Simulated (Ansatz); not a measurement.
A nudged elastic band was laid between two geometries of CH₂FNSi (6 atoms, charge 0, multiplicity 1).

All numbers below come from UKS PBE0-D4/cc-pVDZ (Ansatz 0.2.0).

```
movable images  : 5
climbing image  : yes
spring          : 5.0 eV/Å²
optimiser       : quadratic models (default)
start path      : through a guess of the saddle point
force threshold : 0.05 eV/Å
iteration limit : 60
end points      : relaxed
```

Image 0:

```xyz
6
Properties=species:S:1:pos:R:3
F 1.902 -0.345 -0.762
Si 0.277 -0.198 -0.622
C -0.475 0.487 0.829
N -0.497 -0.807 0.882
H -0.330 -0.410 -1.951
H -0.835 1.209 1.578
```

Image 6:

```xyz
6
Properties=species:S:1:pos:R:3
F 2.134 -0.523 -0.212
Si 1.104 0.644 -0.843
C -0.302 0.475 0.508
N -0.621 -0.283 -0.470
H -1.416 -0.929 -0.485
H -0.857 0.552 1.456
```

Question: Which bonds break or form, and what moves?

Answer: Bonds broken: Si2–H5. Bonds formed: N4–H5.

Question: What energy profile does the band end with?

Answer: The forces met the threshold. The highest image is number 5 of 0 to 6, 1.04 eV above the first end and 1.10 eV above the last; the last end lies 0.06 eV below the first. The profile has 2 maxima (images 2, 5) with wells between them (image 4): this band takes more than one step, which may be the mechanism or a detour left from its start path. A vibrational analysis at the climbing image gives one clearly imaginary mode, 1097i cm⁻¹: a first-order saddle point. The orbitals stay closed-shell, which can raise the energy where a bond breaks towards radicals; this wasn't checked here.

```
image  path coordinate (Å)  energy (eV)  Si2–H5 (Å)  N4–H5 (Å)
    0                 0.00         0.00        1.48       2.87
    1                 0.65         0.47        1.47       2.43
    2                 1.29         0.79        1.53       1.93
    3                 1.94         0.55        1.80       1.19
    4                 2.58         0.29        2.25       1.05
    5                 3.23         1.04        2.60       1.00
    6                 3.96        -0.06        2.99       1.02
```

Question: What is the geometry of the highest image?

Answer: 
```xyz
6
Properties=species:S:1:pos:R:3
F 2.076 -0.464 -0.275
Si 0.921 0.590 -0.891
C -0.300 0.497 0.566
N -0.839 -0.409 -0.138
H -1.126 -1.015 -0.883
H -0.691 0.735 1.575
```

The run took 120 s on 2 threads of Intel(R) Xeon(R) Platinum 8488C (Sapphire Rapids) (shared host), peak memory 0.19 GiB.
